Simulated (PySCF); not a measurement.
## Calculated data, BClH4Si, Al2ClHO, BFH4Si, FH2OSi

Computed with PySCF 2.14.0. Calculation on a computer-drawn molecule: optimised geometry and harmonic frequencies of an isolated molecule of the commonest isotopes, restricted reference for singlets and unrestricted otherwise, frozen core in MP2.

Common to all runs: multiplicity 1; method HF.

(1) BClH4Si

Start structure:
```xyz
7
BClH4Si
B     -1.0807     0.8270    -0.3907
Si    -0.0049     0.8616    -1.9634
Cl    -0.0861    -1.0219    -2.8005
H     -0.6502     0.4828     0.6284
H     -2.2046     0.9531    -0.4381
H     -0.5095     1.7131    -3.1013
H      1.4115     1.1661    -1.8982
```

```
charge                                        : 0
basis                                         : cc-pV(D+d)Z
rotational constants                          : 13.65, 4.08, 3.351 GHz
total energy                                  : -775.4686 hartree
convergence status largest gradient component : 4.145e-05 hartree/bohr
```

Drawn bonds:
```tsv
atom	other atom	order
1	2	1
2	3	1
1	4	1
1	5	1
2	6	1
2	7	1
```

Optimised structure:
```xyz
7
BClH4Si
B     -1.1027     0.7896    -0.3726
Si     0.0169     0.8633    -2.0708
Cl    -0.0750    -1.0895    -2.8192
H     -0.6067     0.4891     0.6759
H     -2.2834     0.9897    -0.4075
H     -0.5155     1.7581    -3.1175
H      1.4419     1.1815    -1.8521
```

Modes:
```tsv
frequency (cm⁻¹)	reduced mass (dalton)
40.46	1.036
155.7	4.076
461	1.05
527.9	17.41
662.3	4.1
700	1.144
819.1	1.23
867.3	1.159
979.9	1.321
1043	1.054
1262	1.15
2333	1.053
2335	1.03
2689	1.053
2774	1.126
```

(2) Al2ClHO

Start structure:
```xyz
5
Al2ClHO
O     -0.2666    -2.9667    -2.9677
Al    -1.0391    -1.7858    -2.3019
Al    -2.3871     0.2549    -1.2885
Cl    -2.6652     0.7747     0.5936
H     -3.0385     1.1448    -2.4113
```

```
charge                                        : 0
basis                                         : cc-pV(D+d)Z
rotational constants                          : 11.89, 1.165, 1.061 GHz
total energy                                  : -1018.8431 hartree
convergence status largest gradient component : 1.605e-05 hartree/bohr
```

Drawn bonds:
```tsv
atom	other atom	order
1	2	2
2	3	1
3	4	1
3	5	1
```

Optimised structure:
```xyz
5
Al2ClHO
O     -0.2412    -2.9926    -2.8096
Al    -1.0604    -1.7562    -2.2821
Al    -2.4210     0.2931    -1.4745
Cl    -2.5263     0.5720     0.6102
H     -3.1476     1.3056    -2.4198
```

Modes:
```tsv
frequency (cm⁻¹)	reduced mass (dalton)
84.87	17.9
147.6	10.18
184.6	22.12
329.8	13.32
438.6	1.255
542.3	12.67
668.8	1.114
1199	19.06
2054	1.043
```

(3) BFH4Si

Start structure:
```xyz
7
BFH4Si
F      0.5568     1.6058     0.8793
B      1.2915     1.2830    -0.1942
Si     0.4627     0.2189    -1.7088
H      2.3699     1.7427    -0.2216
H      0.3674     1.0030    -2.9355
H     -0.9389    -0.1697    -1.3403
H      1.2324    -0.9625    -1.9316
```

```
charge                                        : 0
basis                                         : cc-pV(D+d)Z
rotational constants                          : 35.39, 4.311, 4.021 GHz
total energy                                  : -415.4174 hartree
convergence status largest gradient component : 8.307e-06 hartree/bohr
```

Drawn bonds:
```tsv
atom	other atom	order
1	2	1
2	3	1
2	4	1
3	5	1
3	6	1
3	7	1
```

Optimised structure:
```xyz
7
BFH4Si
F      0.5792     1.6162     0.9091
B      1.2694     1.3212    -0.1897
Si     0.4169     0.2156    -1.6909
H      2.3952     1.7404    -0.2364
H      0.3978     1.0255    -2.9358
H     -0.9656    -0.2088    -1.3686
H      1.2490    -0.9888    -1.9406
```

Modes:
```tsv
frequency (cm⁻¹)	reduced mass (dalton)
46.94	1.313
254	3.41
487	1.071
533.4	2.049
722.7	2.037
885.7	1.629
988.5	1.119
1019	1.036
1026	1.036
1162	1.446
1333	4.254
2291	1.05
2297	1.034
2314	1.036
2704	1.091
```

(4) FH2OSi

Start structure:
```xyz
5
FH2OSi
O     -0.9198     1.8108    -2.4746
Si    -1.8060     0.6033    -2.2888
F     -3.3481     0.8052    -2.8862
H     -1.4563    -0.5523    -3.0505
H     -2.1794     0.1719    -0.9120
```

```
charge                                        : -1
basis                                         : aug-cc-pV(D+d)Z
rotational constants                          : 28.74, 7.51, 6.387 GHz
total energy                                  : -464.5436 hartree
convergence status largest gradient component : 3.739e-05 hartree/bohr
```

Drawn bonds:
```tsv
atom	other atom	order
1	2	1
2	3	1
2	4	1
2	5	1
```

Optimised structure:
```xyz
5
FH2OSi
O     -0.9054     1.8460    -2.4481
Si    -1.8424     0.6278    -2.3114
F     -3.3764     0.8270    -2.8968
H     -1.4359    -0.6254    -3.0470
H     -2.1494     0.1635    -0.9089
```

Modes:
```tsv
frequency (cm⁻¹)	reduced mass (dalton)
364.4	12.69
746.5	1.525
756.3	16.14
820.8	1.053
1002	1.121
1059	1.132
1179	7.243
2076	1.047
2156	1.029
```
